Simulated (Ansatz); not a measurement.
## Molecular dynamics of BH$_{2}$NOS

input.yaml

```yaml
crystal:
  periodic: [false, false, false]
  atoms:
    - { symbol: "N", position_ang: [-0.448749, 0.800963, -0.197769] }
    - { symbol: B, position_ang: [0.213986, -0.372417, 0.106205] }
    - { symbol: O, position_ang: [0.867483, -0.959243, 1.118021] }
    - { symbol: S, position_ang: [0.784417, -1.994644, -0.396976] }
    - { symbol: H, position_ang: [-0.550059, 1.552945, 0.471001] }
    - { symbol: H, position_ang: [-0.867057, 0.972395, -1.100483] }
basis:
  gaussian: { orbitals: def2-SVP }
hamiltonian:
  xc: pbe0
  dispersion: d4
md:
  timestep: 0.5
  n_steps: 100
  ensemble: nvt_nose_hoover
  temperature: 1000.0
  initial_velocities: maxwell_boltzmann
  seed: 190755
  nose_hoover: { tau: 20.0, chain_length: 3 }
```

Command:

```bash
$ ansatz run input.yaml --threads 1 --pin off --max-ram 2048MiB --backend cpu --events-out ev --progress --plain --runs-dir out
```

It starts from a relaxed structure.

Output, in part (step lines, the closing report, with atoms numbered from 0):

```
md step     0: t =     0.00 fs  T =  1000.0 K  F+E_penalty+E_count = -15067.21879251 eV  E_kin = 0.517040 eV  conserved = -15066.70175251 eV  (27 SCF iters)
[... lines left out ...]
Total energy: -15066.52227283 eV, -553.6844810711 hartree
Atom 0 at    -0.358106     0.849679    -0.237413 Å, force    -4.070254     0.772126     1.644687 eV/Å
Atom 1 at     0.104963    -0.463775     0.154884 Å, force     0.256344     2.207465    -0.817373 eV/Å
Atom 2 at     0.897551    -0.930508     1.127807 Å, force    -0.447977    -0.415083    -0.246208 eV/Å
Atom 3 at     0.786786    -1.993390    -0.405357 Å, force     0.130621    -0.385690     0.231689 eV/Å
Atom 4 at    -1.010765     1.316728     0.538028 Å, force     2.478615    -1.152806    -1.452814 eV/Å
Atom 5 at    -1.049314     1.015444    -1.027445 Å, force     1.652650    -1.026012     0.640019 eV/Å
Dipole moment:    -0.631915     0.328722    -0.245235 e Å
```

The steps, from the saved trajectory:

```json
{"time (fs)": "0.0", "T (K)": "1000", "potential energy less start (eV)": "0.000", "conserved less start (meV/atom)": "0.00"}
{"time (fs)": "1.5", "T (K)": "795", "potential energy less start (eV)": "0.108", "conserved less start (meV/atom)": "0.35"}
{"time (fs)": "3.0", "T (K)": "583", "potential energy less start (eV)": "0.220", "conserved less start (meV/atom)": "0.53"}
{"time (fs)": "4.5", "T (K)": "634", "potential energy less start (eV)": "0.194", "conserved less start (meV/atom)": "0.28"}
{"time (fs)": "6.0", "T (K)": "607", "potential energy less start (eV)": "0.211", "conserved less start (meV/atom)": "0.19"}
{"time (fs)": "7.5", "T (K)": "474", "potential energy less start (eV)": "0.287", "conserved less start (meV/atom)": "0.64"}
{"time (fs)": "9.0", "T (K)": "632", "potential energy less start (eV)": "0.208", "conserved less start (meV/atom)": "0.08"}
{"time (fs)": "10.5", "T (K)": "522", "potential energy less start (eV)": "0.275", "conserved less start (meV/atom)": "0.31"}
{"time (fs)": "12.0", "T (K)": "311", "potential energy less start (eV)": "0.393", "conserved less start (meV/atom)": "0.55"}
{"time (fs)": "13.5", "T (K)": "341", "potential energy less start (eV)": "0.383", "conserved less start (meV/atom)": "0.36"}
{"time (fs)": "15.0", "T (K)": "348", "potential energy less start (eV)": "0.388", "conserved less start (meV/atom)": "0.13"}
{"time (fs)": "16.5", "T (K)": "158", "potential energy less start (eV)": "0.498", "conserved less start (meV/atom)": "0.76"}
{"time (fs)": "18.0", "T (K)": "392", "potential energy less start (eV)": "0.383", "conserved less start (meV/atom)": "0.16"}
{"time (fs)": "19.5", "T (K)": "488", "potential energy less start (eV)": "0.355", "conserved less start (meV/atom)": "0.30"}
{"time (fs)": "21.0", "T (K)": "384", "potential energy less start (eV)": "0.430", "conserved less start (meV/atom)": "0.62"}
{"time (fs)": "22.5", "T (K)": "503", "potential energy less start (eV)": "0.390", "conserved less start (meV/atom)": "0.54"}
{"time (fs)": "24.0", "T (K)": "721", "potential energy less start (eV)": "0.307", "conserved less start (meV/atom)": "0.12"}
{"time (fs)": "25.5", "T (K)": "555", "potential energy less start (eV)": "0.430", "conserved less start (meV/atom)": "0.79"}
{"time (fs)": "27.0", "T (K)": "721", "potential energy less start (eV)": "0.371", "conserved less start (meV/atom)": "0.47"}
{"time (fs)": "28.5", "T (K)": "982", "potential energy less start (eV)": "0.275", "conserved less start (meV/atom)": "0.30"}
{"time (fs)": "30.0", "T (K)": "886", "potential energy less start (eV)": "0.365", "conserved less start (meV/atom)": "0.76"}
{"time (fs)": "31.5", "T (K)": "993", "potential energy less start (eV)": "0.341", "conserved less start (meV/atom)": "0.82"}
{"time (fs)": "33.0", "T (K)": "1377", "potential energy less start (eV)": "0.173", "conserved less start (meV/atom)": "0.35"}
{"time (fs)": "34.5", "T (K)": "1384", "potential energy less start (eV)": "0.203", "conserved less start (meV/atom)": "0.52"}
{"time (fs)": "36.0", "T (K)": "1213", "potential energy less start (eV)": "0.314", "conserved less start (meV/atom)": "0.83"}
{"time (fs)": "37.5", "T (K)": "1189", "potential energy less start (eV)": "0.340", "conserved less start (meV/atom)": "0.47"}
{"time (fs)": "39.0", "T (K)": "914", "potential energy less start (eV)": "0.495", "conserved less start (meV/atom)": "0.74"}
{"time (fs)": "40.5", "T (K)": "726", "potential energy less start (eV)": "0.601", "conserved less start (meV/atom)": "0.90"}
{"time (fs)": "42.0", "T (K)": "844", "potential energy less start (eV)": "0.546", "conserved less start (meV/atom)": "0.66"}
{"time (fs)": "43.5", "T (K)": "902", "potential energy less start (eV)": "0.523", "conserved less start (meV/atom)": "0.36"}
{"time (fs)": "45.0", "T (K)": "638", "potential energy less start (eV)": "0.670", "conserved less start (meV/atom)": "0.93"}
{"time (fs)": "46.5", "T (K)": "630", "potential energy less start (eV)": "0.679", "conserved less start (meV/atom)": "0.65"}
{"time (fs)": "48.0", "T (K)": "655", "potential energy less start (eV)": "0.674", "conserved less start (meV/atom)": "0.64"}
{"time (fs)": "49.5", "T (K)": "610", "potential energy less start (eV)": "0.707", "conserved less start (meV/atom)": "0.92"}
```

All steps were run. The conserved energy stayed within 1 meV per atom of its start (net change 0.98 meV per atom), so the integration is sound. The mean temperature of the second half is 10 % below the set value. A run of 0.05 ps of so small a system gives no equilibrium averages.

The same pairs are bonded in the first frame and the last. Pairs count as bonded within 1.25 times the sum of covalent radii (0.12 Å more for H–H).

Last frame:

```xyz
6
Properties=species:S:1:pos:R:3
N -0.358 0.850 -0.237
B 0.105 -0.464 0.155
O 0.898 -0.930 1.128
S 0.787 -1.993 -0.405
H -1.011 1.317 0.538
H -1.049 1.015 -1.027
```

Run time: 3.5 min on 1 thread of Arm Neoverse V1, on a shared host, peak memory 0.12 GiB.
